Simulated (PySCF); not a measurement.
# Spinor energies of Bi³⁺ (bismuth, charge +3)

Start: [Xe] 4f14 5d10 6s2. Calculated with PySCF 2.14 in x2c-SVPall-2c with one added diffuse shell each of s, p type (8s12p7d2f, 93 functions): generalised Hartree-Fock with the X2C-1e Hamiltonian and a Gaussian nucleus; one run each with spin-orbit coupling (SO) switched off, then screened by Boettger's factors. This is a chosen level, not necessarily the ground level.

```
spinor shell  electrons  ε, spin-free (eV)  ε, screened SO (eV)  weight of nominal j (screened SO)  rms radius, screened SO (bohr)
       1s1/2          2           -91072.8             -91030.8                              1.000                          0.0178
       2s1/2          2           -16546.8             -16533.3                              1.000                          0.0718
       2p1/2          2           -14181.4             -15863.1                              1.000                          0.0606
       2p3/2          4           -14181.4             -13537.7                              1.000                          0.0691
       3s1/2          2            -4089.4              -4084.8                              1.000                           0.183
       3p1/2          2            -3403.5              -3782.7                              1.000                           0.175
       3p3/2          4            -3403.5              -3254.8                              1.000                           0.192
       3d3/2          4            -2699.9              -2763.9                              1.000                           0.168
       3d5/2          6            -2699.9              -2653.2                              1.000                           0.172
       4s1/2          2            -1000.3              -998.85                              1.000                           0.401
       4p1/2          2            -771.78              -866.06                              1.000                           0.404
       4p3/2          4            -771.78              -734.41                              1.000                           0.438
       4d3/2          4            -503.83              -517.71                              1.000                           0.450
       4d5/2          6            -503.83              -493.20                              1.000                           0.455
       4f5/2          6            -207.55              -209.88                              1.000                           0.479
       5s1/2          2            -209.85              -209.61                              1.000                           0.891
       4f7/2          8            -207.55              -204.52                              1.000                           0.481
       5p1/2          2            -143.10              -161.28                              1.000                           0.952
       5p3/2          4            -143.10              -136.04                              1.000                            1.04
       5d3/2          4            -63.689              -65.400                              1.000                            1.29
       5d5/2          6            -63.689              -62.382                              1.000                            1.31
       6s1/2          2            -42.921              -42.941                              1.000                            2.18
```

| quantity | spin-free | screened SO |
| --- | --- | --- |
| E (hartree) | -21510.93379 | -21551.87742 |
| M_J | 0 | 0 |
| ⟨J²⟩ | 0.000 | 0.000 |
| ⟨L²⟩ | 0.000 | 0.199 |
| ⟨S²⟩ | 0.000 | 0.199 |

Breit and QED terms are absent; they matter most for the inner s and p1/2 levels.

Densities and radii are taken from the X2C orbitals without a picture-change correction, which distorts them close to the nucleus.

Without spin-orbit coupling the j labels of p, d and f shells carry no meaning; the spin-free column gives the mean over the occupied spinors of each nl shell.
